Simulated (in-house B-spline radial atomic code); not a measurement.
The antimony ion Sb⁷⁺: [Ne] 3s1 3p6 3d10 4s2 4p6 4d9 (with a hole in an inner shell)

All numbers are computed (Dirac-Hartree-Fock, average of configuration; Fermi nucleus of rms radius 4.6802 fm) with a B-spline radial code for spherical atoms, not measured.

Effective charges: Z_r = [3n² - l(l+1)]/(2<r>) from the radius, Z_e = n√(-2ε) from the energy, and Slater's rules. Values are occupation-weighted means over j. An effective charge above Z reflects the relativistic contraction of the inner shells.

```json
{"shell": "1s", "electrons": "2", "ε (eV)": "-30818", "<r> (bohr)": "0.02841", "Z_r": "52.79", "Z_e": "47.59", "Slater": "50.70"}
{"shell": "2s", "electrons": "2", "ε (eV)": "-4899.8", "<r> (bohr)": "0.1221", "Z_r": "49.14", "Z_e": "37.95", "Slater": "46.85"}
{"shell": "2p", "electrons": "6", "ε (eV)": "-4414.5", "<r> (bohr)": "0.1069", "Z_r": "46.76", "Z_e": "36.03", "Slater": "46.85"}
{"shell": "3s", "electrons": "1", "ε (eV)": "-1105.9", "<r> (bohr)": "0.3284", "Z_r": "41.11", "Z_e": "27.05", "Slater": "40.10"}
{"shell": "3p", "electrons": "6", "ε (eV)": "-934", "<r> (bohr)": "0.3249", "Z_r": "38.48", "Z_e": "24.86", "Slater": "40.10"}
{"shell": "3d", "electrons": "10", "ε (eV)": "-688.1", "<r> (bohr)": "0.3014", "Z_r": "34.84", "Z_e": "21.33", "Slater": "30.85"}
{"shell": "4s", "electrons": "2", "ε (eV)": "-282.65", "<r> (bohr)": "0.7723", "Z_r": "31.07", "Z_e": "18.23", "Slater": "24.10"}
{"shell": "4p", "electrons": "6", "ε (eV)": "-228.98", "<r> (bohr)": "0.8208", "Z_r": "28.02", "Z_e": "16.41", "Slater": "24.10"}
{"shell": "4d", "electrons": "9", "ε (eV)": "-146.9", "<r> (bohr)": "0.9277", "Z_r": "22.64", "Z_e": "13.14", "Slater": "13.20"}
```

The least bound orbital is 4d5/2 at -146.3 eV, and it is also the most diffuse (<r> = 0.9314 bohr). The part-filled 3s shell lies below the filled 4p shell in orbital energy.

Spin-orbit splittings of the orbital energies (j = l + 1/2 above j = l - 1/2 when positive): 2p 253.2 eV, 3p 48.76 eV, 3d 10.05 eV, 4p 9.757 eV, 4d 1.586 eV.

For the 1s electron the small component carries 3.52 % of the norm, the zero-frequency Breit interaction raises the level by 71.91 eV, self-energy by 41.05 eV, and vacuum polarisation lowers it by 5.489 eV.
